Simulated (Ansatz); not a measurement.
A structure drawn as `[OH][Al]([OH])[Cl]`, with this starting geometry:

```xyz
6

O     1.004   -0.034   -1.370
Al   -0.329    0.186   -0.196
O    -0.869   -1.223    0.794
Cl   -1.345    2.073    0.014
H     1.861    0.214   -0.861
H    -0.321   -1.215    1.619
```

Total charge 0; spin multiplicity 1.

(1) Relax it with Ansatz at PBE-D4/def2-SVP and then PBE0-D4/def2-TZVP. Is the drawn bonding still there?

(2) Give the relaxed structure. (Estimate.)

Atoms count as bonded under 1.1 times the sum of their covalent radii (H–H under 0.85 Å, pairs among N, O and F under 1.55 Å), and a drawn bond as lost past 1.3 times.

Answers

(1) Yes, every drawn bond is still there and no new one forms.

(2) Ansatz gave: 
Z-matrix (Å, degrees):
```
Al
O 1 1.680
Cl 1 2.092 2 120.9
O 1 1.680 2 118.2 3 179.9
H 2 0.955 1 122.5 3 0.0
H 4 0.955 1 122.5 2 -180.0
```
All modes are real.
